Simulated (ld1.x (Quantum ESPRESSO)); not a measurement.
**u(r) = r·R(r): atom against pseudo-atom (silver)**

Columns: radius, all-electron u(r) and pseudo u(r) of the 4d shell (level -7.91 eV) of silver in the configuration [Kr] 4d10 5s1 5p0; Wu–Cohen, non-relativistic, TM scheme, ld1.x (Quantum ESPRESSO) 7.5.

| r (bohr) | all-electron | pseudo |
| --- | --- | --- |
| 0.148 | 0.3637 | -0.0127 |
| 0.295 | 0.3736 | -0.0918 |
| 0.443 | -0.0397 | -0.2641 |
| 0.590 | -0.4544 | -0.4959 |
| 0.738 | -0.7313 | -0.7206 |
| 0.885 | -0.8660 | -0.8719 |
| 1.033 | -0.9007 | -0.9284 |
| 1.180 | -0.8755 | -0.9062 |
| 1.328 | -0.8193 | -0.8396 |
| 1.475 | -0.7504 | -0.7591 |
| 1.623 | -0.6778 | -0.6799 |
| 1.770 | -0.6078 | -0.6080 |
| 1.918 | -0.5419 | -0.5419 |
| 2.065 | -0.4820 | -0.4820 |
| 2.213 | -0.4277 | -0.4277 |
| 2.360 | -0.3794 | -0.3794 |
| 2.508 | -0.3361 | -0.3361 |
| 2.655 | -0.2979 | -0.2979 |
| 2.802 | -0.2641 | -0.2641 |
| 2.950 | -0.2339 | -0.2339 |
| 3.098 | -0.2071 | -0.2071 |
| 3.245 | -0.1836 | -0.1836 |
| 3.393 | -0.1626 | -0.1626 |
| 3.540 | -0.1442 | -0.1442 |
| 3.688 | -0.1278 | -0.1278 |
| 3.835 | -0.1133 | -0.1133 |

How many radial nodes do the two functions have?

The all-electron 4d function has n − l − 1 = 1; the pseudo-wave has 0, since the states of the same l below it are removed with the core.

At about which radius was the pseudo-wave matched?

1.95 bohr. The columns agree to 0.0005 from 1.77 bohr on; several derivatives are matched, so the curves merge somewhat inside the radius.

Is the pseudo-wave norm-conserving?

Yes: the TM scheme keeps the norm inside the radius equal to the all-electron one, which fixes the energy derivative of the logarithmic derivative at the level.
